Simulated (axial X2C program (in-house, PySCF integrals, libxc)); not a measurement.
HfCl along the bond: PBE50, with spin–orbit coupling

All values were computed with an in-house all-electron X2C program for linear molecules (integrals from PySCF). Two-component (2c) means X2C with spin–orbit coupling and atomic mean-field two-electron Coulomb and Gaunt terms. Basis: Hf dyall-cv3z [13s14p9d7f4g], Cl dyall-av3z [9s8p3d2f] (cores contracted in-house); Gaussian nuclei, density fitting, unrestricted open shells. Masses: Hf 179.947 u, Cl 34.969 u.

State: Ω = 3/2 (⟨Sz⟩ = -0.45, ⟨Lz⟩ = 1.95 at PBE50). Dipoles are positive if Cl is the positive end.

Results along the bond:

| R (Å) | μ (D) | HOMO (eV) | LUMO (eV) |
| --- | --- | --- | --- |
| 2.163 | -1.108 | -5.79 | -1.20 |
| 2.232 | -1.367 | -5.90 | -1.28 |
| 2.301 | -1.661 | -6.00 | -1.36 |
| 2.381 | -2.042 | -6.13 | -1.47 |
| 2.462 | -2.459 | -6.26 | -1.57 |
| 2.566 | -3.036 | -6.42 | -1.72 |

The state is one determinant whose occupation by symmetry is held fixed; it was picked as the lowest of a PBE0 search that is not exhaustive. Density functionals use the spin component along the axis (collinear). Other states lie close and PBE0, whose exact exchange favours high spin, may order them wrongly; the determinant shown need not be the ground state. The nearest other 2c determinant of the search, Ω = 5/2, lies 0.38 eV up at the distance of the search. The functionals have no current-density term, which raises determinants with orbital currents, atoms included. The determinant is spin-polarised beyond a pure state at some levels (its spin-free form has ⟨S²⟩ too high), which makes Re and μ there less reliable.
